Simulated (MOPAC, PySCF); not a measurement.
H3Cl2GaSi, SMILES `[SiH3][Ga]([Cl])[Cl]`, neutral singlet in the gas phase. 

Cartesian coordinates (Å):
```xyz
7

Si    -1.1462    -0.0334    -0.0669
Ga     1.2267     0.0363     0.0693
Cl     2.3701     1.8373     0.1762
Cl     2.4331    -1.7274     0.1214
H     -1.6729    -0.4130     1.2658
H     -1.6689     1.2962    -0.4555
H     -1.5409    -1.0530    -1.0664
```
Charge 0, spin multiplicity 1.

All levels are single points at this geometry (ωB97X-D3(BJ)/def2-TZVP); Pople sets use spherical d functions. Orbital energies aren't observables, and empty levels follow the basis.

```json
[
 {"level": "ωB97X-D3(BJ)/def2-TZVP in PySCF", "HOMO (eV)": "-10.73", "LUMO (eV)": "-0.12", "gap (eV)": "10.60", "dipole (D)": "2.71", "vertical IE, Delta-SCF (eV)": "10.67"},
 {"level": "B3LYP/6-311+G** (LANL2DZ on Ga) in PySCF", "HOMO (eV)": "-8.40", "LUMO (eV)": "-2.35", "gap (eV)": "6.04", "dipole (D)": "3.07", "vertical IE, Delta-SCF (eV)": "–"},
 {"level": "B3LYP/6-31G* in PySCF", "HOMO (eV)": "-8.19", "LUMO (eV)": "-2.17", "gap (eV)": "6.02", "dipole (D)": "2.93", "vertical IE, Delta-SCF (eV)": "10.29"},
 {"level": "BP86/6-31G* in PySCF", "HOMO (eV)": "-7.35", "LUMO (eV)": "-2.82", "gap (eV)": "4.53", "dipole (D)": "2.83", "vertical IE, Delta-SCF (eV)": "–"},
 {"level": "AM1 in MOPAC", "HOMO (eV)": "-10.64", "LUMO (eV)": "-2.84", "gap (eV)": "7.80", "dipole (D)": "3.02", "vertical IE, Delta-SCF (eV)": "–"},
 {"level": "PM7 in MOPAC", "HOMO (eV)": "-10.90", "LUMO (eV)": "-0.52", "gap (eV)": "10.37", "dipole (D)": "4.30", "vertical IE, Delta-SCF (eV)": "–"}
]
```
